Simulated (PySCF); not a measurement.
2,2,2-trifluoroacetaldehyde (C2HF3O), SMILES O=CC(F)(F)F.

The structure is a stationary point at PBE0-D3(BJ)/def2-SVP.

Computed with PBE0-D3(BJ)/def2-SVP in PySCF.

Frequencies are harmonic and unscaled.

**Question.** Give all harmonic wavenumbers and intensities. (Estimate from the structure and the level; the computed values follow.)

**Answer.** 
```
mode  ν (cm⁻¹)  IR (km/mol)  moving atoms (share of kinetic energy)
----  --------  -----------  --------------------------------------
1           75         12.2          O 39 %, F 28 %, H 16 %, C 16 %
2          254          6.4                          F 60 %, O 34 %
3          314          0.7                  F 54 %, H 26 %, C 20 %
4          441          4.2                  F 52 %, O 33 %, C 14 %
5          540         16.9                          F 74 %, C 19 %
6          542          1.9                           F 88 %, C 8 %
7          723         39.2                   F 58 %, C 30 %, O 9 %
8          873         33.3                          F 57 %, C 34 %
9          992          9.7                   H 46 %, C 42 %, F 9 %
10        1249        304.3                          C 75 %, F 22 %
11        1255        190.2                  C 62 %, F 19 %, H 18 %
12        1364        174.2                          C 81 %, F 16 %
13        1411         55.3                          H 64 %, C 26 %
14        1931         95.7                          C 59 %, O 39 %
15        2979         50.6                           H 92 %, C 8 %
```
